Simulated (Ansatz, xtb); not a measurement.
Molecule: sum formula GeOF, charge 0, multiplicity 2. It need not be the lowest isomer of its formula. 
Structure (B3LYP-D3(BJ)/def2-TZVP (Ansatz, a first-principles code) minimum search):
```xyz
3

Ge    -0.1082     0.2726    -0.1379
O     -1.2285    -0.9940    -0.0416
F      1.4768    -0.0856     0.5271
```
Charge 0, spin multiplicity 2.

Harmonic wavenumbers from GFN2-xTB (xtb, at its own minimum), cm⁻¹: 182, 360, 814.

Q: Give the harmonic wavenumbers at B3LYP-D3(BJ)/def2-TZVP (Ansatz, finite differences of forces, unscaled).

A: 176, 648, 728 cm⁻¹. Zero-point energy 2.2 kcal/mol.

Q: From these and the geometry, give the ideal-gas thermochemistry at 298.15 K and 1 atm (rigid rotor, harmonic oscillator).

A: Point group Cs, rotational symmetry number 1. Rotational constants 25.25, 6.794, 5.353 GHz. S(trans) 39.94, S(rot) 23.37, S(vib) 3.02, S(elec, spin only) 1.38, S 67.7 cal/(mol K). H(298) - H(0) 2.89 kcal/mol; G - E(el) -15.1 kcal/mol.
